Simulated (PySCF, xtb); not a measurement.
Be(F)(NMe2) (C₂H₆BeFN), SMILES C[N](C)[Be][F]. Other conformers were not sampled.

Harmonic wavenumbers (cm⁻¹) from GFN2-xTB (xtb) at its own minimum, in rising order: 69, 168, 221, 239, 281, 344, 356, 573, 1000, 1055, 1093, 1137, 1173, 1212, 1408, 1413, 1439, 1481, 1490, 1497, 1511, 2884, 2886, 2910, 2919, 3026, 3028.

Task: What does PBE-D3(BJ)/def2-SVP (PySCF) give at its own minimum? (The exact figures need the calculation; the answer reports its results.)

Result: 107, 152, 238, 257, 335, 373, 437, 590, 981, 1054, 1068, 1128, 1196, 1213, 1381, 1394, 1400, 1408, 1430, 1436, 1579, 2886, 2892, 2933, 2944, 3030, 3030. Paired by order, the mean absolute difference is 28 cm⁻¹ and the zero-point energies are 52.6 and 52.7 kcal/mol.
